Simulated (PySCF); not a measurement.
TeHF, SMILES [TeH]F.

Geometry optimised at r2SCAN-D4/def2-TZVP. The def2 effective core potentials stand for the cores of Te; spin–orbit coupling is left out.

These are ωB97X/def2-TZVPD (PySCF) values and carry that method's errors.

Computed frontier levels, gap, dipole moment and polarisability:
```
Property                                                                                                        Value
---------------------------------------------------------------------------------------------  ----------------------
highest occupied level                                                                                       -8.92 eV
lowest empty level                                                                                           -0.50 eV
orbital gap                                                                                                   8.42 eV
dipole moment                                                                                                  2.26 D
quadrupole, principal values (traceless, Buckingham form, about the centre of nuclear charge)  -2.69, -1.40, 4.09 D·Å
mean static polarisability                                                                       41.2 bohr³ (6.10 Å³)
polarisability, principal values                                                               39.7, 41.9, 42.0 bohr³
```
